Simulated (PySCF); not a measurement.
B(Cl)(Me)(SiMe3), SMILES CB(Cl)[Si](C)(C)C, GFN2-xTB optimised geometry.

```
19

B     -1.11    -1.64     1.56
Cl    -2.76    -2.11     1.53
C     -0.28    -1.97     2.87
H      0.63    -2.53     2.62
H     -0.82    -2.54     3.62
H      0.07    -1.05     3.33
Si    -0.34    -0.68     0.00
C      1.58    -0.68     0.00
C     -0.89     1.16     0.00
C     -0.90    -1.43    -1.67
H      1.97    -0.13    -0.85
H      1.97    -0.22     0.90
H      1.97    -1.69    -0.05
H     -0.55     1.67     0.89
H     -1.97     1.24    -0.03
H     -0.50     1.69    -0.86
H     -1.99    -1.45    -1.74
H     -0.55    -2.45    -1.79
H     -0.53    -0.85    -2.51
```

Density from B3LYP/def2-SVP in PySCF 2.14.0 at that geometry.

Minimum of the electron density along straight lines between bonded atoms, close to the bond critical point (lines longer than 1.1 times the sum of covalent radii, or with two minima, are not listed):

```csv
bond,length / Å,ρ at the minimum / e bohr⁻³,∇²ρ there / e bohr⁻⁵,position (fraction from the first atom)
B1–Cl2,1.713,0.150,0.15,0.30
B1–C3,1.580,___,___,0.33
C3–H4,1.090,0.269,-0.95,0.62
C3–H5,1.088,0.274,-0.99,0.62
C3–H6,1.091,0.268,-0.94,0.62
B1–Si7,1.994,0.112,___,0.63
Si7–C8,1.916,0.108,0.31,0.38
Si7–C9,1.919,0.107,0.30,0.38
Si7–C10,1.915,0.108,0.31,0.38
C8–H11,1.085,0.273,-0.97,0.62
C8–H12,1.086,0.272,-0.97,0.62
C8–H13,1.086,0.272,-0.97,0.62
C9–H14,1.086,0.272,-0.97,0.62
C9–H15,1.086,0.273,-0.98,0.62
C9–H16,1.086,0.272,-0.97,0.62
C10–H17,1.086,0.273,-0.98,0.62
C10–H18,1.086,0.272,-0.97,0.62
C10–H19,1.086,0.272,-0.97,0.62
```

Q: What belongs in the gaps?

A: 
- B1–C3, ρ at the minimum / e bohr⁻³: 0.183
- B1–C3, ∇²ρ there / e bohr⁻⁵: -0.19
- B1–Si7, ∇²ρ there / e bohr⁻⁵: 0.12
